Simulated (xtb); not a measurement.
SSn, SMILES [Sn]=[S] (connectivity only; charge and spin as stated), neutral, multiplicity 1. All values are semi-empirical tight-binding results from xtb (GFN2-xTB unless named), good for trends rather than for accurate numbers. Coordinates come from a GFN2-xTB optimisation.

Optimised geometry:

```xyz
2

Sn     0.0000     0.0000    -0.5410
S      0.0000     0.0000     1.6907
```
Charge 0, spin multiplicity 1.

For metal compounds this method's bond lengths and energies can be far off.

### Question
Estimate the properties. (The exact figures need the calculation; the answer reports its results.)

### Answer

```yaml
point_group_as_xtb_finds_it: C∞v
orbital_gap: 2.84 eV
```

Computed atomic charges and the Wiberg bond orders between heavy atoms:
charges (e) Sn1 0.31, S2 -0.31. Bond orders Sn1–S2 2.42.
